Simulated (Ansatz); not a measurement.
`FC1BO1`. Charge 0, multiplicity 1.

Z-matrix (Å, degrees):
```
C
B 1 1.508
O 1 1.454 2 53.6
F 1 1.353 2 120.6 3 -96.7
H 1 1.086 2 128.7 3 92.0
H 2 1.182 1 161.4 3 174.8
```

(1) List the harmonic frequencies (cm⁻¹, unscaled) at PBE0-D4/def2-TZVP in Ansatz. (Estimate.)

(2) Is this a minimum?

(3) Give the ideal-gas thermochemistry at 298.15 K and 1 bar (rigid rotor, harmonic oscillator; point group C1, symmetry number 1).

(4) And at 400, 500, 600, 800 and 1000 K?

(5) Rotational constants (cm⁻¹)?

Answers

(1) Ansatz gave: 400, 489, 760, 796, 892, 989, 1105, 1269, 1343, 1457, 2769, 3175.

(2) Yes, all 12 modes are real.

(3) Zero-point energy 92.4 kJ/mol; H(298) − E = 104.5 kJ/mol; entropy 267.1 J/(mol·K), of which translation 159.9, rotation 96.9, vibration 10.3; G(298) − E = 24.9 kJ/mol.

(4) 
| T (K) | H − E (kJ/mol) | S (J/mol/K) | G − E (kJ/mol) |
| --- | --- | --- | --- |
| 400 | 111.0 | 285.7 | -3.3 |
| 500 | 118.6 | 302.5 | -32.7 |
| 600 | 127.0 | 317.9 | -63.7 |
| 800 | 146.0 | 345.1 | -130.1 |
| 1000 | 166.9 | 368.3 | -201.5 |

(5) 0.8079, 0.2414, 0.2189.
